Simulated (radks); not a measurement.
Values are calculated unless marked as measured or tabulated.
Numerical settings for the vanadium ion V+, [Ar] 3d4. Code: a radial shooting solver on a logarithmic mesh with Libxc functionals. Model: scalar-relativistic Kohn-Sham, PBE, spin-polarised, spherical densities, finite nucleus; open shells are filled with parallel spins first; Fermi nuclear charge, rms radius 3.6002 fm. The defaults (mesh step 0.008 in ln r, mesh end at 40 bohr or more with all orbitals vanishing there, Anderson mixing 0.5 over 9 steps, residual threshold near 1e-9 with the energy settled to 1e-9 hartree or 1e-11 of itself, here a cap of 73 iterations) give E = -948.8499 hartree and 3d at -9.862 eV in 18 iterations. Run on one thread of a shared host, so times are rough (Arm Neoverse N1): 0.2 s of CPU time, 0.2 s wall, 18 iterations on 2189 mesh points. Changes against that run (0 stands for a change within the tolerance of the run):

setting                    iterations         converged  E (mhartree)  e(3d) (meV)  CPU (s)
mesh step in ln r 0.02             16               yes             0            0     0.09
mesh step in ln r 0.2              73                no      diverged            -     0.34
mesh step in ln r 0.03             16               yes     +0.000167            0     0.07
mesh end (bohr) 1                  17  level above zero     +7.47e+04    +2.66e+05     0.13
mesh end (bohr) 8                  18               yes        +0.289        +29.5     0.19
residual threshold 0.1             10               yes             0       +0.209     0.13
residual threshold 0.01            10               yes             0       +0.209     0.13
mixing 0.2                         19               yes             0            0     0.22
linear mixing, mixing 0.2          73                no             0            0     0.62
linear mixing, mixing 1            37                no      diverged            -     0.64
mixing history 20                  25               yes             0            0     0.28
iteration cap 5                     5                no         +2.27         +581     0.07

Settled on a wrong energy, with an occupied level pushed above zero by the early mesh end: mesh end (bohr) 1 (+74.7 hartree). Apart from these: no run marked as converged misses the energy by more than 1 mhartree. A mesh that ends early acts as a hard wall.
